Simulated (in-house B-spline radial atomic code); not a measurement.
# I IV (I3+): [Kr] 4d10 5s2 5p2

Method: non-relativistic Hartree-Fock with fractional occupations, spin-polarised, spherical fractional occupations, point nucleus. Calculated with a B-spline radial code for spherical atoms.

Screening seen three ways: the hydrogenic charge with the same mean radius, Z_r = [3n² - l(l+1)]/(2<r>), the one with the same energy, Z_e = n√(-2ε), and Slater's rules. Values are occupation-weighted means over spin.

```
shell  electrons   ε (eV)  <r> (bohr)    Z_r    Z_e  Slater
   1s          2   -32066     0.02868  52.31  48.55   52.70
   2s          2  -4956.4      0.1233  48.66  38.17   48.85
   2p          6  -4649.2      0.1052  47.52  36.97   48.85
   3s          2  -1064.6      0.3261  41.40  26.54   41.75
   3p          6  -933.65       0.317  39.43  24.85   41.75
   3d         10  -693.25      0.2879  36.47  21.41   31.85
   4s          2   -229.2      0.7684  31.23  16.42   25.25
   4p          6  -180.88      0.8045  28.59  14.58   25.25
   4d         10  -97.256      0.9075  23.14  10.69   13.85
   5s          2  -49.247       1.928  19.45   9.51    8.65
   5p          2  -36.211       2.181  16.73   8.16    8.65
```

The least bound orbital is 5p up at -36.21 eV, and it is also the most diffuse (<r> = 2.181 bohr).

Caution: exact exchange at fractional occupations of open shells leaves self-interaction of up to several eV.
